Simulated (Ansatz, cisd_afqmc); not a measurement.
Species: GeBr, charge 1, singlet. GeBr+ (parent SMILES [Ge][Br], singlet).
B3LYP-D3(BJ)/def2-TZVP minimum from Ansatz (a program for electronic structure):
```xyz
2

Ge     0.0000     0.0000    -1.1614
Br     0.0000     0.0000     1.0618
```
Charge +1, spin multiplicity 1.

Total energies in cc-pVDZ, 10 correlated electrons, 28 frozen orbitals. UHF or UKS for unpaired electrons; spin-orbit terms are left out. Correlated methods leave the cores frozen (noble-gas shells, and filled d and f shells in the p block). No relativity. The Monte Carlo rows (phaseless AFQMC, CISD trial, step 0.005/hartree) carry one-sigma bars that omit the constraint's bias. Outlying blocks are dropped, and bars are widened where a walk drifts. Over all cases where full CI ran beside it in this data, AFQMC minus full CI had a median of +0.1 mEh and passed +0.4 mEh in a tenth of the cases. Spin-orbit terms, left out, reach several kcal/mol for Br and I, and more for heavier atoms. The spin of BrGe+ (parent SMILES [Ge][Br], singlet) was assumed, and the state is the lowest solution found for it.

```
method         program          energy (Eh)  minus CCSDTQ (mEh)
----------  ----------  -------------------  ------------------
HF              Ansatz          -4647.48354              199.75
MP2             Ansatz          -4647.65333               29.96
CCSD            Ansatz          -4647.67481                8.47
CCSD(T)         Ansatz          -4647.68185                1.43
CCSDT(Q)        Ansatz          -4647.68339               -0.11
CCSDTQ          Ansatz          -4647.68329                0.00
AFQMC/CISD  cisd_afqmc  -4647.6828 ± 0.0004           0.5 ± 0.4
```

Rough core times of Ansatz's runs on a shared machine: CCSD(T) under 20 s, CCSDT(Q) under 20 s, CCSDTQ 90 s.
